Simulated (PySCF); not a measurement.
## Excitation energies in several basis sets

Compound: ClH₇P₂Si₂.
SMILES with atom numbers: `[SiH3:1][Si:2]([PH2:3])([PH2:4])[Cl:5]` (hydrogens: H6, H7, H8 on Si1; H9, H10 on P3; H11, H12 on P4)

TDDFT with PBE0 (PySCF), vertical singlets, core orbitals frozen in the response, spherical d and f functions. The structure is a single PBE0-D3(BJ)/def2-SVP conformer in the gas phase; no vibrational or solvent corrections.

```
      basis  functions  diffuse  S1 (eV)  S2 (eV)  S3 (eV)  S4 (eV)  S5 (eV)  LUMO (eV)  α (au)
     6-31G*        104       no     5.54     5.89     6.05     6.19     6.53      -0.63   109.7
    6-31+G*        124      yes     5.48     5.80     5.83     6.04     6.17      -0.78   120.2
   def2-SVP        125       no     5.58     5.94     6.18     6.25     6.64      -0.54   110.0
  def2-SVPD        179      yes     5.44     5.82     5.84     6.04     6.24      -0.72   129.9
aug-cc-pVDZ        198      yes     5.46     5.73     5.83     5.99     6.04      -0.71   132.5
  def2-TZVP        227       no     5.40     5.76     5.82     6.00     6.21      -0.70   124.0
 def2-TZVPD        281      yes     5.34     5.70     5.72     5.91     6.09      -0.80   132.4
```

Task: How much do these states and the polarisability depend on the basis?

Result: States are compared by their number. Against the largest diffuse basis here (def2-TZVPD, itself not a converged limit), sets without diffuse functions differ by up to 0.25 eV in S1 and 0.54 eV in S5; the smaller diffuse sets differ by up to 0.14 and 0.15 eV. State by state, the largest deviation of a set without diffuse functions is S1 0.25, S2 0.24, S3 0.46, S4 0.34, S5 0.54 eV. The same number needn't mean the same state in each row. Against def2-TZVPD the polarisability deviates by -17% in 6-31G*, -9% in 6-31+G*, -17% in def2-SVP, -2% in def2-SVPD, 0% in aug-cc-pVDZ, -6% in def2-TZVP. A single + in a Pople set puts diffuse functions on heavy atoms only.
